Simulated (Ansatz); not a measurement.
Reaction (isomerisation): `CBC(N)[SiH3]` → `CBN[SiH2]C`

Program: Ansatz. Geometries: PBE0-D4/def2-TZVP. ΔE: electronic, gas phase. CCSD(T)/CBS adds triple-zeta CCSD(T) − MP2 to the extrapolated MP2 energy (def2 sets, frozen cores). Functionals use def2-TZVPP. Each species was taken in one conformer, which may not be the lowest.

CCSD(T)/CBS gives -257.8 kJ/mol.

Q: Another level gave -261.2 kJ/mol. Which?
A. r2SCAN0/def2-TZVPP
B. ωB97X-V/def2-TZVPP
C. PBE0-D4/def2-TZVPP
D. SCS-MP2/def2-TZVPP

A: D. SCS-MP2/def2-TZVPP -261.2, ωB97X-V -251.3, r2SCAN0 -257.2, PBE0-D4 -247.1 kJ/mol.

Largest T1 diagnostic among the species: 0.012.

Leaving LDA and LC-ωPBE aside and taking each functional with its dispersion term where it has one, the values, not all of them listed here, spread over 25.8 kJ/mol, from BHLYP-D4 to revPBE-D4. From BLYP to BHLYP (50 % exact exchange), in def2-TZVPP and without D4, ΔE moves by −11.2 kJ/mol. At CCSD(T), def2-SVP lies +8.2 kJ/mol from the extrapolated value and def2-TZVPP +1.3 kJ/mol.

CCSD(T)/CBS has its own doubt, a few kJ/mol and more with outer-core shells, so smaller differences from it don't rank the levels.
